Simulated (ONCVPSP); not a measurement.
# Bi (Z = 83), ONCV: configuration errors across variants

| Item | Value |
| --- | --- |
| Element | bismuth |
| Generator | ONCVPSP 4.0.1 |
| Type | optimised norm-conserving Vanderbilt (ONCV) |
| Functional | PBE |
| Relativity | scalar-relativistic |
| Frozen core | [Xe] 4f14 5d10 |
| Valence charge | 5 |
| Reference configuration | 6s2 6p3 |
| Partial waves | 6s: rc 2.00 bohr, ncon 3, nbas 6, qcut 3.3 1/bohr, local; 6p: rc 2.20 bohr, ncon 5, nbas 8, qcut 3.7 1/bohr, 2 projectors, debl 2.8 Ha |
| Local potential | the s channel |
| Core correction | Teter function, fcfact 3, rcfact 1.25 |

All-electron excitation energies from the reference (eV): (1) 6s2 6p2 7.913; (2) 6s2 6p1 23.160; (3) 6s2 6p0 46.503; (4) 6s2 6p2.5 3.097.

2 further variants failed, have other tests or too few solved ones, and are left out.

A true bound ghost makes a file unfit for plane-wave use even where its test errors are small: the radial tests pick states by their node count and pass the ghost by.

Errors AE − PS in meV (a dash: test not solved or not reliable):

```tsv
change	(1)	(2)	(3)	(4)	bound ghosts	GHOST(+) flags above zero
base	-5.3	-29	-76	-1.5	none	p
s: nbas 8	-5.2	-29	-73	-1.5	none	p
p: qcut 5.4	-6.3	-33	-80	-1.7	p	none
core correction Teter function fitted to the true core (icmod 2), fcfact 0.45	-7.0	-53	-207	-1.7	none	p
core correction Teter function, fcfact 2.9, rcfact 1.25	-5.2	-28	-72	-1.5	none	p
core correction Teter function, fcfact 3, rcfact 0.98	-1.6	+7.2	+93	-0.9	none	p
s: ncon 4, nbas 7	-5.5	-30	-81	-1.5	none	p
s: nproj 1; local potential polynomial inside 1.50 bohr (lpopt 5, dvloc0 4 Ha)	-6.5	-39	–	-1.7	s	p
p: debl 3.45	-5.2	-29	-76	-1.4	none	none
```

Question: Give the same row for: all radii but the core radius scaled by about 1.23 (s 2.46, p 2.70 bohr).

Answer: -4.2, -19, -32, -1.3; bound ghosts: none; GHOST(+) flags above zero: none.
